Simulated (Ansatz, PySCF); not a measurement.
Constitutional and geometric isomers with formula C3H4Si. Isolated molecules, 0 K electronic values unless said otherwise. Strings in code marks are SMILES.

Quantity: electronic energy of isomers of C3H4Si relative to `C#C[SiH]=C`, in eV. The restricted reference of `C=C=C=[SiH2]`, `[SiH2]=C1C=C1`, `C#C[SiH]=C` and `C#CC=[SiH2]` is unstable towards unrestricted orbitals.

Level 1: frozen-core CCSD(T)/6-31g // B3LYP-D3(BJ)/def2-TZVP (Ansatz, a program for electronic structure)
Level 2: frozen-core CCSD(T)/cc-pVDZ // B3LYP-D3(BJ)/def2-TZVP (Ansatz)
Level 3: PBE0/cc-pVTZ // B3LYP-D3(BJ)/def2-TZVP (Ansatz)
Level 4: M06-2X/6-31G* // B3LYP-D3(BJ)/def2-TZVP (PySCF)

```json
[
 {"species": "`C#CC=[SiH2]`", "level 1": "___", "level 2": "___", "level 3": "0.250", "level 4": "0.265"},
 {"species": "`[SiH2]=C1C=C1`", "level 1": "1.88", "level 2": "___", "level 3": "0.98", "level 4": "0.90"},
 {"species": "`C=[si]1cc1`", "level 1": "1.37", "level 2": "0.72", "level 3": "0.309", "level 4": "___"},
 {"species": "`C=C=C=[SiH2]`", "level 1": "0.360", "level 2": "0.255", "level 3": "0.141", "level 4": "0.180"}
]
```

Problem. Some entries are withheld; supply them.

Solution. 
- `C#CC=[SiH2]`, level 1: 0.261
- `C#CC=[SiH2]`, level 2: 0.266
- `[SiH2]=C1C=C1`, level 2: 1.21
- `C=[si]1cc1`, level 4: 0.388
